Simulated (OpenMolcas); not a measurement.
# 5s² 5p³ along the 51-electron sequence

- Program: OpenMolcas
- Method: SS-RASPT2, IPEA 0.25 Eh, imaginary shift 0.1 Eh
- Basis: ANO-RCC-VTZP
- Scalar Hamiltonian: DKH2, point nucleus
- Spin-orbit coupling: RASSI with atomic mean-field integrals over the reference wave functions, term energies averaged over their components

Active space for each ion: 5 electrons in 9 orbitals (RAS2 5s 5p; RAS3 5d, at most 2 electrons); closed shells correlated by CASPT2: 4d.

Computed levels in cm-1 above ⁴S°_3/2:

```tsv
Level	Te+	I2+	Xe3+
²D°_3/2	11130	12330	13740
²D°_5/2	12890	15000	17370
²P°_1/2	21640	25100	28690
²P°_3/2	24170	29180	34540
weight of ⁴S° in the lowest level (%)	95	93	89
```

Measured, with the error of the calculation in %. Measured levels: Te+ from NIST Handbook of Basic Atomic Spectroscopic Data; Xe3+ from Saloman, J. Phys. Chem. Ref. Data 33, 765 (2004).

```
  Level           Te+          Xe3+
²D°_3/2  10222 (+8.9)  13267 (+3.6)
²D°_5/2  12422 (+3.7)  17511 (-0.8)
²P°_1/2  20547 (+5.3)  28036 (+2.3)
²P°_3/2  24032 (+0.6)  35650 (-3.1)
```

²D°_3/2 changes by a factor of 1.23 over the same range, with steps per unit of Z of +1200, +1410 cm-1.

Term energies are means over components that CASPT2 splits; among the terms shown or strongly mixed into the levels shown the widest spread is 21 cm-1 (5s² 5p³ ²D°, I2+). The run also gave levels led by 5s² 5p² 5d, which use shells meant for correlation; these and all levels above them are left out (holds for Te+; Xe3+). The run also gave levels led by 5s 5p³ 5d, 5s² 5p² 5d, which use shells meant for correlation; these and all levels above them are left out (holds for I2+). Measured partners are found by configuration, term and J. A level has none where our copy of the source lacks it or the pairing is in doubt (some pairs that miss far off the trend of their configuration count as doubtful), and it then counts in no deviation. Levels of configurations outside the active space are missing.

° marks odd parity.
